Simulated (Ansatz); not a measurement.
Reaction (isomerisation): `[BH2][AlH][O]C` → `B[CH2][AlH][OH]`

Program: Ansatz. Geometries: PBE0-D4/def2-TZVP. ΔE: electronic, gas phase. CCSD(T)/CBS is the MP2 limit (def2-TZVPP, def2-QZVPP) plus CCSD(T) − MP2 in def2-TZVPP, frozen cores. DFT in def2-TZVPP. B3LYP here is the variant with VWN-RPA as its local correlation; programs differ in this. Each species was taken in one conformer, which may not be the lowest.

Is it downhill or uphill in electronic energy at CCSD(T)/CBS, and by how much? (Estimate.)

The calculation gave: Downhill: ΔE = -182.6 kJ/mol.

What do these levels give: revPBE-D4, r2SCAN0-D4, ωB97X-V, ωB97M-V, r2SCAN, PBE0, B3LYP, BHLYP, LC-ωPBE, MP2/def2-TZVPP, HF/def2-QZVPP, HF/CBS(def2)? (An estimate is asked.)

Computed: revPBE-D4 -177.1, r2SCAN0-D4 -186.6, ωB97X-V -171.6, ωB97M-V -185.0, r2SCAN -187.4, PBE0 -179.0, B3LYP -172.5, BHLYP -170.2, LC-ωPBE -178.1, MP2/def2-TZVPP -193.8, HF/def2-QZVPP -152.3, HF/CBS(def2) -152.3 kJ/mol.

Largest T1 diagnostic among the species: 0.013.

Leaving LDA and LC-ωPBE aside and taking each functional with its dispersion term where it has one, the values, not all of them listed here, spread over 16.0 kJ/mol, from r2SCAN-D4 to ωB97X-V. LDA lies −12.4 kJ/mol from PBE without D4. At CCSD(T), def2-SVP lies +20.6 kJ/mol from the extrapolated value and def2-TZVPP +4.2 kJ/mol.
